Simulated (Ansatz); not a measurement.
ReBrO₃⁺, that is ReO3Br with one electron fewer. Total charge 1; doublet. Geometry PBE0-D4/def2-SVP, that of the neutral singlet.

```xyz
5

Re   -0.089    0.100    0.002
O    -0.991    0.094   -1.429
O    -1.135   -0.093    1.317
O     0.714    1.582    0.145
Br    1.501   -1.683   -0.035
```

In the def2 sets Re takes a core potential; there is no spin–orbit coupling. At PBE-D4/def2-TZVP the gap within one spin of the charge 1 doublet nearly closes, so an electron or hole may be smeared out by delocalisation error.

(1) Estimate the α-spin orbital energies around the gap (eV) in Ansatz with PBE-D4/def2-TZVP, r2SCAN-D4/def2-TZVP, PBE0-D4/def2-TZVP.

Results:

(1) 
| orbital | PBE-D4/def2-TZVP | r2SCAN-D4/def2-TZVP | PBE0-D4/def2-TZVP |
| --- | --- | --- | --- |
| HOMO−5 | -15.67 | -16.50 | -17.76 |
| HOMO−4 | -15.53 | -16.09 | -17.26 |
| HOMO−3 | -15.24 | -15.71 | -16.86 |
| HOMO−2 | -15.22 | -15.54 | -16.77 |
| HOMO−1 | -14.75 | -15.04 | -16.25 |
| HOMO | -14.73 | -14.94 | -16.02 |
| LUMO | -10.43 | -10.44 | -9.72 |
| LUMO+1 | -10.28 | -10.41 | -9.64 |
| LUMO+2 | -9.68 | -9.62 | -8.91 |
| LUMO+3 | -7.72 | -7.56 | -6.85 |
| LUMO+4 | -7.64 | -7.56 | -6.83 |
| LUMO+5 | -6.02 | -5.45 | -5.23 |
| β HOMO | -14.49 | -14.82 | -15.73 |
| β LUMO | -14.47 | -14.56 | -13.85 |
